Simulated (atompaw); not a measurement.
# u(r) = r·R(r): atom against pseudo-atom (F)

Columns: radius, all-electron u(r) and pseudo u(r) of the 2p shell (level -11.11 eV) of fluorine in the configuration [He] 2s2 2p5; PBE, scalar-relativistic, PAW (atompaw) scheme, atompaw 4.2.0.5.

| r (bohr) | all-electron | pseudo |
| --- | --- | --- |
| 0.042 | 0.0313 | 0.0042 |
| 0.085 | 0.1067 | 0.0171 |
| 0.127 | 0.2004 | 0.0372 |
| 0.169 | 0.3006 | 0.0639 |
| 0.212 | 0.4014 | 0.0968 |
| 0.254 | 0.4933 | 0.1336 |
| 0.296 | 0.5763 | 0.1744 |
| 0.338 | 0.6491 | 0.2189 |
| 0.381 | 0.7131 | 0.2681 |
| 0.423 | 0.7656 | 0.3196 |
| 0.465 | 0.8086 | 0.3739 |
| 0.508 | 0.8433 | 0.4311 |
| 0.550 | 0.8689 | 0.4869 |
| 0.592 | 0.8871 | 0.5405 |
| 0.635 | 0.8990 | 0.5909 |
| 0.677 | 0.9049 | 0.6341 |
| 0.719 | 0.9059 | 0.6710 |
| 0.762 | 0.9025 | 0.7032 |
| 0.804 | 0.8956 | 0.7308 |
| 0.846 | 0.8858 | 0.7566 |
| 0.888 | 0.8735 | 0.7808 |
| 0.931 | 0.8587 | 0.8022 |
| 0.973 | 0.8427 | 0.8156 |
| 1.015 | 0.8254 | 0.8172 |
| 1.058 | 0.8066 | 0.8059 |
| 1.100 | 0.7875 | 0.7875 |

Question: How many radial nodes do the two functions have?

Answer: The all-electron 2p function has n − l − 1 = 0; the pseudo-wave has 0.

Question: Is the pseudo-wave norm-conserving?

Answer: No, it belongs to a PAW set: the norm inside the radius is not constrained, and the difference is carried by the augmentation charge.
